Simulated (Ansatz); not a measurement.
One geometry of Cu(PH3)(NH2) (CuPNH5), several levels of theory.

```yaml
crystal:
  periodic: [false, false, false]
  atoms:
    - {symbol: Cu, position_ang: [0.006921, 0.096748, -0.537763]}
    - {symbol: P, position_ang: [0.001095, 0.020777, 1.600321]}
    - {symbol: H, position_ang: [-1.119633, -0.564529, 2.252903]}
    - {symbol: H, position_ang: [0.094939, 1.179042, 2.428720]}
    - {symbol: H, position_ang: [1.006174, -0.740623, 2.259726]}
    - {symbol: N, position_ang: [0.009020, 0.267909, -2.355388]}
    - {symbol: H, position_ang: [0.817739, -0.146350, -2.824545]}
    - {symbol: H, position_ang: [-0.816265, -0.112983, -2.823974]}
basis:
  gaussian: {orbitals: def2-TZVPP, initial_orbitals: start.molden}
correlation: {method: ccsd_t, frozen_orbitals: {Cu: 9, H: 0, "N": 1, P: 5}}
scf: {omitted_lower_state_checks: [starts]}
output: {orbitals: {seedname: orbitals}}
```

The file start.molden holds the orbitals of an earlier run on this structure, at another level or in another basis.

```sh
$ ansatz run in.yaml --threads 4 --pin off --events-out ev --progress --plain --max-ram 3916MiB
```

Shortened log:

```
Functional definition: HF
1270 factors; integrals over basis functions are off by at most 1.7e-3 eV
mean field evaluation 1: about -55429.3413 eV, gradient 3.3e1 eV
mean field evaluation 2: about -55430.4894 eV, gradient 2.0e0 eV
mean field evaluation 4: about -55430.7769 eV, gradient 1.2e0 eV
mean field evaluation 8: about -55430.7808 eV, gradient 2.2e-4 eV
mean field -55430.78077567 eV, -2037.0436211732 hartree, gradient 5.7e-6 eV, S^2 0.000000; 0 other end points of the search recorded, 0 dependent functions left out
15 core orbitals not correlated: weight in the atoms' cores, before any rotation towards them, 1.000 or more for the frozen orbitals, at most 0.000 for the correlated occupied ones
reference -55430.78077567 eV, -2037.0436211732 hartree; 13, 13 occupied and 179, 179 virtual orbitals, 1270 factors
second order -26.02430183 eV of doubles, -0.00000000 eV of singles
cycle   1  -22.80419530 eV  change     3.2e0 eV  update   2.6e-1
cycle   2  -24.19534001 eV  change    -1.4e0 eV  update   2.2e-1
cycle   3  -24.54371861 eV  change   -3.5e-1 eV  update   5.3e-2
cycle   4  -24.56549426 eV  change   -2.2e-2 eV  update   2.7e-2
cycle   5  -24.52418032 eV  change    4.1e-2 eV  update   1.2e-2
cycle   6  -24.51908096 eV  change    5.1e-3 eV  update   5.0e-3
cycle   7  -24.52206079 eV  change   -3.0e-3 eV  update   2.6e-3
cycle   8  -24.52019631 eV  change    1.9e-3 eV  update   9.9e-4
cycle   9  -24.51968936 eV  change    5.1e-4 eV  update   4.2e-4
cycle  10  -24.52035706 eV  change   -6.7e-4 eV  update   2.4e-4
cycle  11  -24.52060337 eV  change   -2.5e-4 eV  update   1.0e-4
cycle  12  -24.52045082 eV  change    1.5e-4 eV  update   6.4e-5
cycle  13  -24.52039492 eV  change    5.6e-5 eV  update   3.9e-5
cycle  14  -24.52041759 eV  change   -2.3e-5 eV  update   1.3e-5
perturbative correction -1.16893111 eV, -0.0429574261 hartree
Total energy: -55456.47012437 eV, -2037.9876873251 hartree
Checks for a lower state left out: starts
```

Hardware: 4 threads of Arm Neoverse N1 on a shared host. Wall time 79 s, peak host memory 2.6 GiB.

The first input with `gaussian: {orbitals: def2-TZVP, initial_orbitals: start.molden}`, `hamiltonian: {xc: {name: LC-wPBE}}` and without the key `correlation` (abridged; 2.3 s):

```
Functional definition: LC-wPBE
mean field -55493.28922557 eV, -2039.3407643373 hartree, gradient 2.0e-5 eV, S^2 0.000000
Total energy: -55493.28922558 eV, -2039.3407643376 hartree
Checks for a lower state left out: starts
```

As the first input, with `gaussian: {orbitals: def2-TZVP, initial_orbitals: start.molden}`, `correlation: {method: mp2, frozen_orbitals: {Cu: 9, H: 0, "N": 1, P: 5}}` (abridged; 1.8 s):

```
Functional definition: HF
mean field -55430.64817041 eV, -2037.0387480199 hartree, gradient 6.4e-6 eV, S^2 0.000000
15 core orbitals not correlated: weight in the atoms' cores, before any rotation towards them, 1.000 or more for the frozen orbitals, at most 0.000 for the correlated occupied ones
second order -23.36041835 eV of doubles, -0.00000000 eV of singles
Total energy: -55454.00858877 eV, -2037.8972275602 hartree
Checks for a lower state left out: starts
```

As the first input, with `gaussian: {orbitals: def2-TZVP, initial_orbitals: start.molden}`, `hamiltonian: {xc: {name: r2SCAN0}, dispersion: d4}`, `output: {forces: true, orbitals: {seedname: orbitals}}` and without the key `correlation` (abridged; 5.5 s):

```
Functional definition: r2SCAN0
mean field -55498.67652441 eV, -2039.5387439180 hartree, gradient 1.1e-5 eV, S^2 0.000000
Total energy: -55498.71587161 eV, -2039.5401899010 hartree
Atom 0 force     0.002724     0.077289    -0.075278 eV/Å
Atom 1 force    -0.004286    -0.059349     0.689196 eV/Å
Atom 2 force     0.291344     0.148335    -0.195668 eV/Å
Atom 3 force    -0.026747    -0.318413    -0.306244 eV/Å
Atom 4 force    -0.262577     0.194035    -0.199170 eV/Å
Atom 5 force    -0.009853    -0.481188    -0.344988 eV/Å
Atom 6 force    -0.475424     0.229085     0.215851 eV/Å
Atom 7 force     0.484821     0.210206     0.216303 eV/Å
Dipole moment:    -0.006566    -0.251151     1.072312 e Å
Checks for a lower state left out: starts
```

The first input with `gaussian: {orbitals: def2-TZVP, initial_orbitals: start.molden}`, `hamiltonian: {xc: {name: B3LYP}, dispersion: d4}` and without the key `correlation` (abridged; 2.4 s):

```
Functional definition: B3LYP
mean field -55504.59462584 eV, -2039.7562301341 hartree, gradient 7.9e-5 eV, S^2 0.000000
Total energy: -55504.82001857 eV, -2039.7645131641 hartree
Checks for a lower state left out: starts
```

As the first input, with `gaussian: {orbitals: def2-TZVP, initial_orbitals: start.molden}`, `hamiltonian: {xc: pbe0, dispersion: d4}` and without the key `correlation` (abridged; 2.5 s):

```
Functional definition: PBE0
mean field -55490.42249109 eV, -2039.2354137883 hartree, gradient 5.0e-5 eV, S^2 0.000000
Total energy: -55490.53951129 eV, -2039.2397142015 hartree
Checks for a lower state left out: starts
```

First input, but with `gaussian: {orbitals: def2-TZVP, initial_orbitals: start.molden}`, `hamiltonian: {xc: {name: LC-wPBE, parameters: {omega: 0.2/bohr}}}` and without the key `correlation` (abridged; 2.1 s):

```
Functional definition: LC-wPBE
mean field -55491.92674397 eV, -2039.2906940619 hartree, gradient 2.2e-5 eV, S^2 0.000000
Total energy: -55491.92674400 eV, -2039.2906940632 hartree
Checks for a lower state left out: starts
```

Geometry: PBE-D4/def2-TZVP.

LC-ωPBE has ω = 0.4 bohr⁻¹. B3LYP takes the VWN-RPA correlation. Correlated methods freeze 15 core orbitals.
